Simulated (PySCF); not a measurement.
A side-by-side comparison of computed properties.

First species: C4H6O3.
Bonds: O1–C2 (double), C2–O3, C2–C4, C4–C5, C5–O6, O6–C7, C4–C7. Hydrogens: H8 on O3; H9 on C4; H10, H11 on C5; H12, H13 on C7.

Second species: acetic anhydride, C4H6O3.
SMILES: `CC(=O)OC(C)=O`

Levels: PBE0/def2-SVPD for dipole moment, HOMO energy, LUMO energy, HOMO–LUMO gap, static isotropic polarisability and electronic spatial extent ⟨r²⟩ about the centre of nuclear charge; TDDFT PBE0/def2-SVPD for lowest singlet excitation; PBE0-D3(BJ)/def2-SVP for rotational constant A and rotational constant C. Geometries: PBE0-D3(BJ)/def2-SVP. Each species is one conformer at its optimised geometry, gas phase, non-relativistic unless stated; the electronic structure was computed with PySCF and density fitting.

Dipoles, sizes and rotational constants follow the conformer. The torsions of the flexible species, by atom-mapped SMILES:
- `[O:1]=[C:2]([OH:3])[CH:4]1[CH2:5][O:6][CH2:7]1`: O1–C2–C4–C5 88°, H–O3–C2–O1 -1°
- `[CH3:1][C:2](=[O:3])[O:4][C:5]([CH3:6])=[O:7]`: C1–C2–O4–C5 -179°, C2–O4–C5–C6 180°

```tsv
property	column X	column Y
dipole moment	2.55 D	4.60 D
HOMO energy	-7.57 eV	-7.87 eV
LUMO energy	-0.35 eV	-0.93 eV
HOMO–LUMO gap	7.22 eV	6.94 eV
lowest singlet excitation	5.84 eV	4.92 eV
static isotropic polarisability	56.4 au	58.9 au
electronic spatial extent ⟨r²⟩ about the centre of nuclear charge	729 bohr²	824 bohr²
rotational constant A	5.822 GHz	5.519 GHz
rotational constant C	1.677 GHz	1.429 GHz
```

**Question.** Which column belongs to which species?

**Answer.** Column X is the first species and column Y the second. The first has 13 atoms and 54 electrons, the second 13 and 54.

**Question.** How does each property change from the first species to the second?

**Answer.** dipole moment +2.05 D; HOMO energy -0.30 eV; LUMO energy -0.58 eV; HOMO–LUMO gap -0.28 eV; lowest singlet excitation -0.92 eV; static isotropic polarisability +2.5 au; electronic spatial extent ⟨r²⟩ about the centre of nuclear charge +95 bohr²; rotational constant A -0.303 GHz; rotational constant C -0.248 GHz.

On the first: The polarisability is 8.36 Å³ as a volume (1 au = 0.148185 Å³), or 1.05 au for each of the 54 electrons. No computed singlet falls in the visible range (750 to 380 nm, 1.65 to 3.26 eV); S1 lies 2.58 eV above its blue end.

On the second: S1 lies 2.02 eV below the HOMO–LUMO gap; its leading configuration is HOMO→LUMO, weight 0.95. The polarisability is 8.72 Å³ as a volume (1 au = 0.148185 Å³), or 1.09 au for each of the 54 electrons.
